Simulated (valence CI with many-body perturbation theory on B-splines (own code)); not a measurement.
# Yb31+: fill in the table

Computed by relativistic CI+MBPT: three valence electrons over a frozen Dirac-Fock core [Kr], a basis of 7 s, 7 p, 8 d, 6 f, 4 g, 1 h functions for each j, with the one-electron correlation potential Σ1 (screened to all orders), the two-electron term Σ2, the three-electron term Σ3, Breit, model QED; selected single and double excitations, second order for the rest, scaled by the run's own slope (own B-spline code, finite nucleus).

No measured spectrum was set against this ion. As an estimate, large intervals hold to a few tenths of a per cent, small ones and those within an open d or f shell to about a per cent. The list stops below the first excitations out of the core.

| Level | E (cm⁻¹) |
| --- | --- |
| (4d3/2^3) J=3/2 | 0.0 |
| (4d3/2^2 4d5/2) J=5/2 [a] | ? |
| (4d3/2^2 4d5/2) J=3/2 | 103390 |
| (4d3/2^2 4d5/2) J=7/2 | 111410 |
| (4d3/2^2 4d5/2) J=9/2 | ? |
| (4d3/2^2 4d5/2) J=1/2 | 117160 |
| (4d3/2^2 4d5/2) J=5/2 [b] | ? |
| (4d3/2 4d5/2^2) J=7/2 [a] | ? |
| (4d3/2 4d5/2^2) J=9/2 | 207700 |
| (4d3/2 4d5/2^2) J=3/2 [a] | 220830 |
| (4d3/2 4d5/2^2) J=1/2 | 228670 |
| (4d3/2 4d5/2^2) J=11/2 | 235750 |
| (4d3/2 4d5/2^2) J=5/2 [a] | 237700 |
| (4d3/2 4d5/2^2) J=5/2 [b] | 253990 |
| (4d3/2 4d5/2^2) J=7/2 [b] | ? |
| (4d3/2 4d5/2^2) J=3/2 [b] | ? |
| (4d5/2^3) J=9/2 | 317490 |
| (4d5/2^3) J=3/2 | 359840 |
| (4d5/2^3) J=5/2 | 386720 |

Levels are named by their leading jj configuration (3d3/2^4 stands for four electrons in 3d with j = 3/2), which in mixed levels can hold well under half, so a name can repeat and another be missing. Letters in brackets count levels of one name in rising energy.

(1) The levels stand in rising order. What does the calculation give for the missing energies?

Results:

(1) (4d3/2^2 4d5/2) J=5/2 [a] 84472; (4d3/2^2 4d5/2) J=9/2 115430; (4d3/2^2 4d5/2) J=5/2 [b] 171440; (4d3/2 4d5/2^2) J=7/2 [a] 196610; (4d3/2 4d5/2^2) J=7/2 [b] 260390; (4d3/2 4d5/2^2) J=3/2 [b] 305450.
